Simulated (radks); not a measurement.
Species: Pd IV. Configuration: [Kr] 4d6 4f1 (not the ground configuration). Method: scalar-relativistic Kohn-Sham, SCAN, spin-polarised, spherical densities, finite nucleus; open shells are filled with parallel spins first (spin-orbit coupling, left out, can overturn this in heavy ions); meta-GGA in the generalised Kohn-Sham scheme; Fermi nuclear charge, rms radius 4.5318 fm; computed with a radial shooting solver on a logarithmic mesh with Libxc functionals.

Local quantities along the radius. ELF = 1/(1 + alpha^2) is the electron localisation function; alpha = (tau - tau_W)/tau_unif compares the Pauli kinetic energy density with that of the uniform gas (summed over spins); -r V(r) is the screened charge that the Kohn-Sham potential of spin up presents (atomic units); r v_xc is r times the local exchange-correlation potential of spin up (hartree bohr, multiplicative part alone). tau is taken from the large components.

r (bohr)	ELF	alpha	-r V(r)	r v_xc
0.001092	0.999	0.02252	45.81	-0.09501
0.001261	1.000	0.02241	45.77	-0.1020
0.001468	1.000	0.02243	45.73	-0.1106
0.001695	0.999	0.02261	45.67	-0.1202
0.001973	0.999	0.02297	45.61	-0.1320
0.002279	0.999	0.02352	45.55	-0.1449
0.002653	0.999	0.02433	45.47	-0.1604
0.003064	0.999	0.02537	45.38	-0.1771
0.003567	0.999	0.02683	45.27	-0.1970
0.004119	0.999	0.02862	45.15	-0.2182
0.004795	0.999	0.03109	45.00	-0.2430
0.005538	0.999	0.03413	44.84	-0.2690
0.006447	0.999	0.03835	44.64	-0.2991
0.007445	0.998	0.04365	44.42	-0.3300
0.008668	0.997	0.05121	44.16	-0.3651
0.01001	0.996	0.06107	43.88	-0.4003
0.01165	0.994	0.07573	43.54	-0.4395
0.01346	0.991	0.09579	43.17	-0.4781
0.01567	0.984	0.1273	42.74	-0.5208
0.01809	0.971	0.1729	42.27	-0.5642
0.02106	0.942	0.2485	41.73	-0.6180
0.02433	0.884	0.3623	41.17	-0.6881
0.02832	0.767	0.5508	40.53	-0.7791
0.03271	0.602	0.8139	38.90	0.07791
0.03808	0.426	1.161	39.08	-0.9955
0.04397	0.330	1.426	37.81	-0.6647
0.05119	0.319	1.463	36.75	-0.7026
0.05912	0.392	1.246	35.49	-0.5892
0.06883	0.534	0.9338	34.33	-0.7557
0.07949	0.670	0.7026	33.25	-1.030
0.09254	0.751	0.5764	31.76	-1.059
0.1069	0.761	0.5612	30.31	-1.130
0.1244	0.688	0.6728	28.66	-1.144
0.1437	0.524	0.9528	26.76	-0.8857
0.1673	0.349	1.367	25.16	-1.083
0.1932	0.300	1.526	23.34	-1.044
0.2249	0.406	1.210	21.23	-0.8829
0.2597	0.593	0.8279	20.01	-1.536
0.3024	0.735	0.6011	18.00	-1.460
0.3492	0.776	0.5376	16.30	-1.487
0.4065	0.725	0.6162	14.64	-1.481
0.4695	0.528	0.9454	12.84	-1.085
0.5465	0.254	1.712	11.30	-0.9191
0.6312	0.187	2.084	10.10	-0.9762
0.7348	0.386	1.261	8.754	-0.9078
0.8486	0.671	0.6994	8.168	-1.465
0.9879	0.776	0.5380	7.143	-1.495
1.141	0.761	0.5597	6.349	-1.502
1.328	0.668	0.7052	5.586	-1.354
1.534	0.496	1.008	4.899	-1.060
1.786	0.282	1.596	4.433	-0.8580
2.062	0.113	2.804	4.072	-0.6571
2.401	0.035	5.285	3.918	-0.6194
2.773	0.016	7.790	3.791	-0.5751
3.228	0.015	8.165	3.699	-0.5534
3.728	0.017	7.681	3.626	-0.5341
4.34	0.016	7.857	3.581	-0.5312
5.012	0.012	9.115	3.533	-0.5092
5.835	0.006	12.45	3.454	-0.4448
6.739	0.003	19.80	3.360	-0.3568
7.845	0.001	39.79	3.247	-0.2467
9.06	0.000	96.42	3.149	-0.1485
10.55	0.000	320.8	3.070	-0.07038

On this mesh the ELF has minima near r = 0.051, 0.19, 0.63 bohr, which separate the shells, and maxima near 0.11 (0.76), 0.35 (0.78), 0.99 (0.78).

Self-consistent cycle (total energy in hartree, residual of the potential): 1: -5034.915204, 9e+00; 2: -5041.253925, 4e+00; 3: -5043.324699, 9e-01; 4: -5043.365840, 4e-01; 5: -5043.395203, 3e-02; 6: -5043.395155, 1e-02; 7: -5043.395231, 3e-03; 8: -5043.395207, 9e-04; 9: -5043.395207, 2e-04; 10: -5043.395207, 6e-05; 11: -5043.395207, 3e-05; 12: -5043.395208, 2e-05; 13: -5043.395208, 6e-06; 14: -5043.395208, 2e-06.
